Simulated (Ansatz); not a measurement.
Consider the substitution at a C–In bond: `C[CH2][InH][NH2]` + `[SiH3]SS` → `CCSS[SiH3]` + `[NH2][InH2]`.

Computed with Ansatz on PBE0-D4/def2-TZVP structures; ΔE is electronic, products minus reactants. CCSD(T)/CBS adds triple-zeta CCSD(T) − MP2 to the extrapolated MP2 energy (def2 sets, frozen cores). Functionals use def2-TZVPP. B3LYP here is the variant with VWN-RPA as its local correlation; programs differ in this. HSE06 is defined as in plane-wave codes. Elements past krypton have def2 core potentials. For In outer-core shells are correlated without core-valence functions, which leaves a few kJ/mol of doubt a bond. Each species was taken in one conformer, which may not be the lowest.

| level | ΔE (kcal/mol) | difference from CCSD(T)/CBS |
| --- | --- | --- |
| LDA (SPW92) | -3.1 | -3.7 |
| PBE-D4 | -1.6 | -2.2 |
| revPBE-D4 | -2.6 | -3.2 |
| BLYP-D4 | -1.3 | -1.9 |
| r2SCAN-D4 | -1.5 | -2.1 |
| B97M-V | -3.7 | -4.3 |
| PBE0-D4 | -1.7 | -2.3 |
| B3LYP-D4 | -1.2 | -1.8 |
| r2SCANh-D4 | -1.6 | -2.2 |
| r2SCAN0-D4 | -1.6 | -2.2 |
| HSE06-D4 | -1.6 | -2.2 |
| BHLYP-D4 | -1.3 | -1.9 |
| CAM-B3LYP-D4 | -1.3 | -1.9 |
| ωB97X-V | -1.4 | -2.0 |
| ωB97M-V | -1.1 | -1.7 |
| B2PLYP | 0.1 | -0.5 |
| PBE-QIDH | -0.9 | -1.5 |
| PBE | -0.6 | -1.2 |
| revPBE | 0.3 | -0.3 |
| BLYP | 0.8 | 0.2 |
| r2SCAN | -1.2 | -1.8 |
| B3LYP | 0.3 | -0.3 |
| r2SCANh | -1.2 | -1.8 |
| r2SCAN0 | -1.3 | -1.9 |
| HSE06 | -0.8 | -1.4 |
| BHLYP | -0.4 | -1.0 |
| CAM-B3LYP | -0.5 | -1.1 |
| RPA@PBE/def2-TZVPP | 1.0 | 0.4 |
| HF/def2-SVP | -1.0 | -1.6 |
| MP2/def2-SVP | -2.0 | -2.6 |
| CCSD/def2-SVP | -1.1 | -1.7 |
| HF/def2-TZVPP | -0.8 | -1.4 |
| SCS-MP2/def2-TZVPP | 0.4 | -0.2 |
| CCSD/def2-TZVPP | 0.8 | 0.2 |
| CCSD(T)/def2-TZVPP | 0.4 | -0.2 |
| HF/def2-QZVPP | -0.7 | -1.3 |
| MP2/def2-QZVPP | 0.6 | 0.0 |
| SCS-MP2/def2-QZVPP | 0.6 | 0.0 |
| HF/CBS(def2) | -0.7 | -1.3 |
| CCSD/CBS(def2) | 1.0 | 0.4 |
| CCSD(T)/CBS | 0.6 | 0 |

Largest T1 diagnostic among the species: 0.016.

Leaving LDA and LC-ωPBE aside and taking each functional with its dispersion term where it has one, the values spread over 3.8 kcal/mol, from B97M-V to B2PLYP. LDA lies −2.5 kcal/mol from PBE without D4. At CCSD(T), def2-SVP lies −2.2 kcal/mol from the extrapolated value and def2-TZVPP −0.2 kcal/mol.
